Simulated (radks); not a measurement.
The nuclear charge of neutral oxygen is varied continuously with 8 electrons held in [He] 2s2 2p4. Method: scalar-relativistic Kohn-Sham, BLYP, spin-polarised, spherical densities, point nucleus; open shells are filled with parallel spins first; computed with a radial shooting solver on a logarithmic mesh with Libxc functionals. By the Hellmann-Feynman theorem dE/dZ = E(electron-nucleus)/Z, the electronic potential at the nucleus. The scalar-relativistic energy here is not variational (the density holds large components alone), so the two differ by a part that grows with Z.

Z,E (hartree),E(electron-nucleus)/Z (hartree),HOMO,e(HOMO) (eV),<r> HOMO (bohr)
7.8,-70.74857,-21.5774,2p,-4.402,1.452
7.9,-72.92421,-21.9330,2p,-5.775,1.394
8,-75.13539,-22.2882,2p,-7.231,1.343
8.1,-77.38207,-22.6430,2p,-8.768,1.297
8.2,-79.66422,-22.9975,2p,-10.383,1.255
8.3,-81.98182,-23.3518,2p,-12.075,1.217
8.4,-84.33484,-23.7058,2p,-13.843,1.182
8.5,-86.72327,-24.0597,2p,-15.687,1.149
8.6,-89.14708,-24.4135,2p,-17.605,1.118
8.7,-91.60627,-24.7671,2p,-19.597,1.089
8.8,-94.10082,-25.1206,2p,-21.662,1.062
8.9,-96.63072,-25.4740,2p,-23.800,1.037
9,-99.19597,-25.8273,2p,-26.011,1.013

The central difference of E at Z = 8 is -22.289 hartree, to compare with the third column; the second derivative is -3.55 hartree.
